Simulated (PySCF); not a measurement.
## From computed data to an observable: oscillator strength and radiative lifetime

Sn(H)3(SMe) (CH6SSn), SMILES C[S][SnH3].

The structure is a stationary point at B3LYP-D3(BJ)/def2-SVP. The def2 effective core potentials stand for the cores of Sn; spin–orbit coupling is left out.

PySCF with TDA-M06-2X/def2-SVPD puts the first singlet state with f over 0.02 at 6.56 eV (vertical), with the transition dipole (-0.320, -0.725, 0.000) in atomic units.

Task: Find the oscillator strength, the wavelength and the radiative lifetime that this transition would have in vacuum if emission retraced absorption.

Result: 
|μ|² = 0.6280 au, so |μ| = 2.01 D. ΔE = 6.56/27.211 = 0.2411 hartree. f = (2/3) ΔE |μ|² = 0.101 (the program prints 0.101).
λ = 1239.84/6.56 = 189 nm; ν = 52910 cm⁻¹.
Einstein's coefficient A = 0.6670 ν² f s⁻¹ (ν in cm⁻¹) = 1.9e8 s⁻¹, so τ = 1/A = 5.3 ns. This state is S4; the lower singlets have f = 0.014, 0.004, 0.000. The figure is the radiative limit of this one transition; relaxation, internal conversion, crossing to triplets and a medium change what is measured.
